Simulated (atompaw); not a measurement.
## zinc (Zn): one change to a PAW (atompaw) potential, before and after

* Element: zinc
* Generator: atompaw 4.2.0.5
* Type: PAW
* Functional: LDA (PW92)
* Relativity: scalar-relativistic
* Frozen core: [Ar]
* Valence charge: 12
* Reference configuration: 3d10 4s1.75 4p0.25
* Partial waves: 4s (bound): rc 2.30 bohr; 4s channel at 0.05 Ry: rc 2.30 bohr; 4p (bound): rc 2.65 bohr; 4p channel at 2.5 Ry: rc 2.65 bohr; 3d (bound): rc 0.90 bohr; 3d channel at 1.45 Ry: rc 0.90 bohr
* Local potential: ultrasoft scheme with l = 3 at 0 Ry, radius 1.85 bohr
* Core correction: smooth core density matched at 2.30 bohr
* Augmentation charge: sinc compensation charge, radius 2.60 bohr; PAW radius 2.65 bohr; waves and projectors: custom polynom vanderbiltortho

All-electron outer shells of the reference configuration (LDA (PW92), scalar-relativistic, ld1.x):

```
shell  level (eV)  outermost node (bohr)  outermost maximum (bohr)
   3s     -129.23                   0.28                      0.59
   3p      -83.87                   0.25                      0.59
   3d      -11.02                      –                      0.56
   4s       -6.62                   0.85                      2.06
   4p       -1.54                   0.92                      3.00
```

Change: wave 3d (bound): rc 0.90 bohr becomes 3d (bound): rc 1.98 bohr.

Cutoffs: the cutoffs (Ry, on a coarse ladder) from which the occupation-weighted sum of valence levels, in a spherical-Bessel basis at the reference potential, stays within 10 and 1 mRy of its value at 400 Ry; they do not see the model core or the augmentation charge, which bear on the density cutoff.

Question: What does the change do?

Answer: The potential gets softer (200 Ry and 300 Ry → 30 Ry and 50 Ry); neither file shows a bound ghost.

```csv
quantity,base,changed
"cutoff, loose",200 Ry,30 Ry
"cutoff, tight",300 Ry,50 Ry
loose cutoff by channel (10 mRy a level),"s 6 Ry, p 6 Ry, d 110 Ry","s 6 Ry, p 6 Ry, d 21 Ry"
bound ghosts,none,none
s: phases at 2.66 bohr within 0.05 rad from the reference energy up to (Ry; the scan ends near 5),2.2,2.2
p: phases at 2.66 bohr within 0.05 rad from the reference energy up to (Ry; the scan ends near 5),4.6,4.6
d: phases at 2.66 bohr within 0.05 rad from the reference energy up to (Ry; the scan ends near 5),to the end of the scan,to the end of the scan
lowest overlap eigenvalue by channel,"s 0.06, p 0.48, d 0.98","s 0.06, p 0.48, d 0.66"
```

 The cutoffs see the waves, projectors and local potential, not the compensation charge or the core.
